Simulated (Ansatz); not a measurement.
Pt₃⁻. Total charge -1; doublet. Geometry relaxed at PBE-D4/def2-TZVPD.

```xyz
3

Pt   -1.336   -0.606    0.017
Pt    0.956   -0.304    1.067
Pt    0.380    0.910   -1.084
```

In the def2 sets Pt takes a core potential; there is no spin–orbit coupling. The charge -1 doublet is spin-contaminated (final ⟨S²⟩ up to 1.15, 0.75 for a pure state). The relaxation made no stability test and no search for a lower SCF solution. The geometry of the doublet was relaxed on an unsound state (⟨S²⟩ 1.15, where a pure state has 0.75). The structure comes from a short search, and lower isomers may exist.

(1) Estimate the harmonic wavenumbers at UKS PBE-D4/def2-TZVPD (Ansatz, unscaled). Is this a minimum?

Results:

(1) 96, 103, 202 cm⁻¹. Yes, no mode is imaginary beyond noise. Zero-point energy 2.4 kJ/mol. It took 81 s on 4 threads of Arm Neoverse V1 on a shared host.
